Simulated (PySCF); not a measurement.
# A series of related molecules

Computed, not measured: PySCF 2.14.0, TDDFT wB97X-D/def2-SVPD circular dichroism and optical rotation, one conformer, gas phase. Geometry: GFN2-xTB.

Each molecule in one low-energy conformer. The parent is CC#C[Si@@H](O)[C@H](F)[SiH3].

The molecule is flexible and this is one conformer; a measurement averages over conformers.

Question: How does the specific rotation at 589.3 nm (origin-invariant length gauge) change along this series?
- CC#C[Si@@H](O)[C@H](F)[SiH3] (base)
- CC#C[Si@H](O)[C@H](F)[SiH3] (diastereomer)

Answer: 
```
                    molecule  [α]589 (deg dm⁻¹ (g/mL)⁻¹)  S1 (eV)  R(S1), velocity form (10⁻⁴⁰ esu² cm²)
CC#C[Si@@H](O)[C@H](F)[SiH3]                      -112.8     5.91                                   -0.1
 CC#C[Si@H](O)[C@H](F)[SiH3]                       -44.7     5.87                                   -2.4
```
The specific rotation at 589.3 nm (origin-invariant length gauge) is lowest for CC#C[Si@@H](O)[C@H](F)[SiH3] and highest for CC#C[Si@H](O)[C@H](F)[SiH3].
